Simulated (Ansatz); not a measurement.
## Ligand exchange: InH(SH)2 + C3H9BS → In(SH)3 + C3H9B

Species: InH(SH)2, singlet; C3H9BS `CC(C)BS`, singlet; In(SH)3, singlet; C3H9B `BC(C)C`, singlet. The partners trade H for SH: In–H and B–SH bonds give way to In–SH and B–H.

Shapes, held fixed at every level: PBE0-D4/def2-TZVP. Flexible molecules stand in one conformer, not always the lowest. Programs: Ansatz 0.2.0. The zero-point and thermal change to 298 K, harmonic and unscaled (PBE0-D4/def2-TZVP), is +1.1 kJ/mol.

(1) Estimate ΔH(298 K) of this reaction.

Answers

(1) The highest level, CCSD(T)/def2-TZVPP, gives ΔH(298 K) = +18.8 kJ/mol; the levels span +10.5 to +37.4. The column of differences is taken from that level and isn't an error. No measured value is set beside it here. For atoms past krypton def2 sets carry core potentials with scalar relativity. Correlated rows may include outer-core shells of In, which these sets cover unevenly.

```json
{"level": "SPW92/def2-TZVPP", "kind": "LDA", "ΔH(298 K) (kJ/mol)": "+37.4", "less CCSD(T)/def2-TZVPP": "+18.6"}
{"level": "B3LYP-D4/def2-TZVPP", "kind": "global hybrid", "ΔH(298 K) (kJ/mol)": "+16.5", "less CCSD(T)/def2-TZVPP": "-2.3"}
{"level": "BHLYP-D4/def2-TZVPP", "kind": "global hybrid", "ΔH(298 K) (kJ/mol)": "+10.5", "less CCSD(T)/def2-TZVPP": "-8.3"}
{"level": "r2SCAN0-D4/def2-TZVPP", "kind": "global hybrid", "ΔH(298 K) (kJ/mol)": "+19.2", "less CCSD(T)/def2-TZVPP": "+0.4"}
{"level": "MP2/def2-SVP", "kind": "perturbation theory", "ΔH(298 K) (kJ/mol)": "+26.0", "less CCSD(T)/def2-TZVPP": "+7.2"}
{"level": "CCSD/def2-SVP", "kind": "coupled cluster or CI", "ΔH(298 K) (kJ/mol)": "+25.5", "less CCSD(T)/def2-TZVPP": "+6.7"}
{"level": "CCSD(T)/def2-TZVPP", "kind": "coupled cluster or CI", "ΔH(298 K) (kJ/mol)": "+18.8", "less CCSD(T)/def2-TZVPP": "0.0"}
```
